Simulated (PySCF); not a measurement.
CH$_{3}$ (SMILES [CH3-]), charge -1, singlet, geometry from GFN2-xTB (in this run its highest filled SCF level lies above zero, so its values depend strongly on the basis, on diffuse functions most of all); PySCF with DF-PBE0/def2-TZVPP.

The PySCF input:
```python
from pyscf import gto, scf, dft

mol = gto.Mole()
mol.atom = '''
    C     0.094435    0.098442    0.100706
    H    -0.627209   -0.621425    0.624633
    H     0.663992   -0.608499   -0.598808
    H    -0.603395    0.639270   -0.630059
'''
mol.basis = 'def2-tzvpp'
mol.charge = -1
mol.spin = 0
mol.verbose = 4
mol.build()

mf = dft.RKS(mol)
mf.xc = 'pbe0'
mf = mf.density_fit(auxbasis='def2-universal-jkfit')
mf.kernel()
```

Question: Write the output that PySCF gives for this input, abridged.

Answer: 
```
PySCF version 2.14.0

[INPUT] verbose = 4
[INPUT] num. atoms = 4
[INPUT] num. electrons = 10
[INPUT] charge = -1
[INPUT] spin (= nelec alpha-beta = 2S) = 0
[INPUT] symmetry False subgroup None
[INPUT] Mole.unit = angstrom
[INPUT] Symbol           X                Y                Z      unit          X                Y                Z       unit  Magmom
[INPUT]  1 C      0.094435000000   0.098442000000   0.100706000000 AA    0.178456286573   0.186028419154   0.190306759100 Bohr   0.0
[INPUT]  2 H     -0.627209000000  -0.621425000000   0.624633000000 AA   -1.185253232862  -1.174323056958   1.180385298365 Bohr   0.0
[INPUT]  3 H      0.663992000000  -0.608499000000  -0.598808000000 AA    1.254763028902  -1.149896457072  -1.131583121199 Bohr   0.0
[INPUT]  4 H     -0.603395000000   0.639270000000  -0.630059000000 AA   -1.140251294932   1.208045219651  -1.190638952317 Bohr   0.0

nuclear repulsion = 9.20363456612171
number of shells = 29
number of NR pGTOs = 94
number of NR cGTOs = 73
basis = def2-tzvpp
ecp = {}

******** <class 'pyscf.df.df_jk.DFRKS'> ********
method = DFRKS
initial guess = minao
damping factor = 0
level_shift factor = 0
DIIS = <class 'pyscf.scf.diis.CDIIS'>
diis_start_cycle = 1
diis_space = 8
diis_damp = 0
SCF conv_tol = 1e-09
SCF conv_tol_grad = None
SCF max_cycles = 50
direct_scf = False
XC library pyscf.dft.libxc version 7.1.2
    S. Lehtola, C. Steigemann, M. J. T. Oliveira, and M. A. L. Marques,  SoftwareX 7, 1–5 (2018)
XC functionals = pbe0
    C. Adamo and V. Barone,  J. Chem. Phys. 110, 6158 (1999)
    M. Ernzerhof and G. E. Scuseria,  J. Chem. Phys. 110, 5029 (1999)
radial grids:
    Treutler-Ahlrichs [JCP 102, 346 (1995); DOI:10.1063/1.469408] (M4) radial grids

becke partition: Becke, JCP 88, 2547 (1988); DOI:10.1063/1.454033
pruning grids: <function nwchem_prune>
grids dens level: 3
symmetrized grids: False
atomic radii adjust function: <function treutler_atomic_radii_adjust>
small_rho_cutoff = 0
Set gradient conv threshold to 3.16228e-05
Initial guess from minao.
tot grids = 43544
******** <class 'pyscf.df.df.DF'> ********
auxbasis = def2-universal-jkfit
init E= -39.5382102514183
  HOMO = -0.238883661923058  LUMO = 0.0360176853101741  gap/eV = 7.48045
cycle= 1 E= -39.6817998162315  delta_E= -0.144  |g|= 0.545  |ddm|= 1.15
  HOMO = 0.211521799974282  LUMO = 0.307978661437112  gap/eV = 2.62472
cycle= 2 E= -39.5833478523405  delta_E= 0.0985  |g|= 0.786  |ddm|=  2.6
  HOMO = 0.0764934816657039  LUMO = 0.271459830841433  gap/eV = 5.30530
cycle= 3 E= -39.7826188154518  delta_E= -0.199  |g|= 0.00899  |ddm|=  1.8
  HOMO = 0.0729065661809756  LUMO = 0.270655897151734  gap/eV = 5.38103
cycle= 4 E= -39.7826402977108  delta_E= -2.15e-05  |g|= 0.00211  |ddm|= 0.0365
  HOMO = 0.0721672908307163  LUMO = 0.270254263645079  gap/eV = 5.39022
cycle= 5 E= -39.7826417505292  delta_E= -1.45e-06  |g|= 0.000552  |ddm|= 0.0146
  HOMO = 0.0720796102810723  LUMO = 0.27027820659054  gap/eV = 5.39326
cycle= 6 E= -39.7826418502135  delta_E= -9.97e-08  |g|= 5.05e-05  |ddm|= 0.00209
  HOMO = 0.0720810953348199  LUMO = 0.270274827101836  gap/eV = 5.39313
cycle= 7 E= -39.782641853183  delta_E= -2.97e-09  |g|= 1.39e-05  |ddm|= 0.00102
  HOMO = 0.072083464538629  LUMO = 0.270276582680179  gap/eV = 5.39311
cycle= 8 E= -39.7826418533671  delta_E= -1.84e-10  |g|= 2.34e-06  |ddm|= 0.000259
  HOMO = 0.0720843798719706  LUMO = 0.270276916459093  gap/eV = 5.39309
Extra cycle  E= -39.7826418533667  delta_E= 4.62e-13  |g|= 3.11e-06  |ddm|= 1.11e-05
converged SCF energy = -39.7826418533667
```
